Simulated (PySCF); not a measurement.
## Diatomic cations of Cs with the alkali metals

PBE with double-zeta basis sets in PySCF, for the lowest determinant that a PBE0 search found; no spin–orbit coupling. De refers to high-spin ground-configuration atoms (the charge goes to the atom of lower measured ionisation energy or higher electron affinity, which is not always the lowest computed limit). A positive dipole points towards Cs; it is taken about the centre of mass and depends on that origin.

```
 M     basis  charged atom  state (unpaired electrons)  Re (Å)  ωe (cm⁻¹)  De (eV)  μ (D)
Li  def2-SVP           Cs+               doublet (σ ↑)   4.331        112     0.40  -4.91
Na  def2-SVP           Cs+               doublet (σ ↑)   4.554       60.3     0.41  -3.13
Rb  def2-SVP           Cs+               doublet (σ ↑)   5.273       30.3     0.62  -1.27
Cs  def2-SVP           Cs+               doublet (σ ↑)   5.488       25.9     0.73    n/a
```

Q: The row for M = K is missing. Estimate Re, ωe and De as the mean of the rows for Na and Rb, and compare with the calculation.

A: The means are 4.913 Å, 45.3 cm⁻¹ and 0.52 eV. PBE in def2-SVP gives CsK⁺ as a doublet (σ ↑) with Re = 5.026 Å, ωe = 44.5 cm⁻¹, De = 0.60 eV, so the estimate is off by -11.3 pm, +2 % and -0.08 eV.

Weak bonds: CsLi⁺, CsNa⁺. Basis-set superposition, not corrected here, can be much of De in a small basis, most of all at correlated wavefunction levels. Spin–orbit coupling is left out. For an ion De counts to the pair picked by the measured ionisation energies or electron affinities, which need not be the lowest pair at this level. States were picked by a PBE0 search and need not be the measured ground states.
